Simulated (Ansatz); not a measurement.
Basis-set extrapolation for `[NH2][AlH][CH]([SiH3])Cl` (PBE0-D4/def2-TZVP geometry, frozen core, Ansatz). Multiplicity 1, RHF reference.

|  | def2-TZVPP | def2-QZVPP |
| --- | --- | --- |
| HF | -1086.850226 | -1086.884079 |
| MP2 correlation | -0.785044 | -0.846694 |
| CCSD(T) correlation | -0.879839 | not run |

Energies in hartree. Use E(X) = E(∞) + A·exp(−7.88·√X) for Hartree–Fock and E(X) = E(∞) + B·X^(−2.97) for correlation, with X = 3 and 4, and add CCSD(T) minus MP2 of the smaller set to the MP2 limit.

What is the CCSD(T) energy at the basis-set limit?

HF limit: -1086.884079 + (-0.033853) × 0.13774 = -1086.88874. MP2 limit: -0.846694 + (-0.061650) × 0.74074 = -0.89236. Higher-order term: -0.879839 − (-0.785044) = -0.09480. Total: -1087.87590 hartree, 382.9 kJ/mol below CCSD(T)/def2-TZVPP.
